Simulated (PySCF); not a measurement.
Si(Br)2(Me)(NH2) (CH5Br2NSi), SMILES C[Si](N)(Br)Br.

Geometry: PBE0-D3(BJ)/def2-SVP. The geometry has at least one imaginary mode, so it is a saddle point at that level. The structure was generated by enumeration, and PubChem lists no compound with its InChIKey, so it may never have been made. Other conformers were not sampled.

The numbers are results of PySCF with TDDFT-CAM-B3LYP/def2-SVPD, not measurements.

Vertical excitations.  State labels are in the subgroup Cs.

| state | symmetry | energy (eV) | λ (nm) | f | main pairs |
|---|---|---|---|---|---|
| S1 | A' | 6.95 | 178 | 0.055 | HOMO→LUMO 66 % |
| S2 | A" | 6.96 | 178 | 0.055 | HOMO−1→LUMO 61 %, HOMO−1→LUMO+1 20 % |
| S3 | A' | 7.08 | 175 | 0.029 | HOMO→LUMO+1 77 % |
| S4 | A" | 7.08 | 175 | 0.000 | HOMO−3→LUMO 51 %, HOMO−3→LUMO+1 19 %, HOMO→LUMO+2 15 % |
| S5 | A' | 7.28 | 170 | 0.088 | HOMO−2→LUMO 37 %, HOMO−2→LUMO+1 15 %, HOMO→LUMO 14 %, HOMO→LUMO+1 8 % |
| S6 | A" | 7.36 | 169 | 0.040 | HOMO→LUMO+2 38 %, HOMO→LUMO+4 24 %, HOMO−3→LUMO 11 %, HOMO→LUMO+9 8 % |
| S7 | A' | 7.56 | 164 | 0.004 | HOMO−1→LUMO+2 33 %, HOMO−4→LUMO 30 %, HOMO−4→LUMO+1 6 % |
| S8 | A" | 7.81 | 159 | 0.005 | HOMO−1→LUMO+1 61 %, HOMO−1→LUMO 20 % |
| S9 | A' | 7.91 | 157 | 0.109 | HOMO−2→LUMO+1 49 %, HOMO−3→LUMO+2 19 %, HOMO−2→LUMO 12 % |
| S10 | A" | 7.92 | 157 | 0.017 | HOMO−3→LUMO+1 46 %, HOMO−2→LUMO+2 22 % |
| T1 | A" | 6.45 | 192 | 0 | HOMO−1→LUMO 56 %, HOMO−1→LUMO+1 29 % |
| T2 | A' | 6.51 | 190 | 0 | HOMO→LUMO 62 % |
| T3 | A' | 6.66 | 186 | 0 | HOMO→LUMO+1 53 %, HOMO−2→LUMO 20 % |
| T4 | A" | 6.67 | 186 | 0 | HOMO−3→LUMO 49 %, HOMO−3→LUMO+1 22 %, HOMO→LUMO+2 8 % |
Triplets are in the Tamm–Dancoff approximation, which puts them higher than full response would, so one can lie above its singlet here.
